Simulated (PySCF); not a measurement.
## MTe for M along the second period

CCSD(T) with double-zeta basis sets in PySCF, for the lowest determinant that a PBE0 search found; no spin–orbit coupling. De refers to high-spin ground-configuration atoms.

| M | basis | reference, frozen orbitals | state (unpaired electrons) | Re (Å) | ωe (cm⁻¹) | De (eV) |
| --- | --- | --- | --- | --- | --- | --- |
| Li | def2-SVP | UHF, 4 | doublet (π ↑) | 2.517 | 446 | 2.22 |
| B | aug-cc-pVDZ/aug-cc-pVDZ-PP | ROHF, 5 | doublet (σ ↑) | 1.985 | 798 | 3.54 |
| C | x2c-SVPall | RHF, 19 | singlet (closed shell) | 1.916 | 840 | 4.43 |
| O | def2-SVP | ROHF, 5 | triplet (π ↑↑) | 1.879 | 750 | 3.06 |
| F | def2-SVP | UHF, 5 | doublet (π ↑) | 1.952 | 617 | 2.77 |

The shortest bond is that of TeO (1.879 Å), the longest that of LiTe (2.517 Å). TeC is bound most strongly (4.43 eV) and LiTe least (2.22 eV).

The rows differ in basis set, which adds steps of its own.

The state changes along the series, so neighbouring rows are not always alike in their bonding.

Correlated steps freeze the inner cores (4 to 19 orbitals); shallow outer-core shells are correlated. UHF and ROHF references stand side by side, which adds small steps between rows. Correlated levels converge slowly with the basis: in double zeta they bind strong bonds too weakly, by up to about 1 eV, and carry superposition errors of some tenths. These are scalar-relativistic numbers at best; spin–orbit coupling would shift them, the dissociation energy most. Where the molecule has an RHF reference, its open-shell atoms are computed with UHF. The CCSD T1 diagnostic is raised in TeC, a sign that a single reference may not be enough there. States were picked by a PBE0 search and need not be the measured ground states.
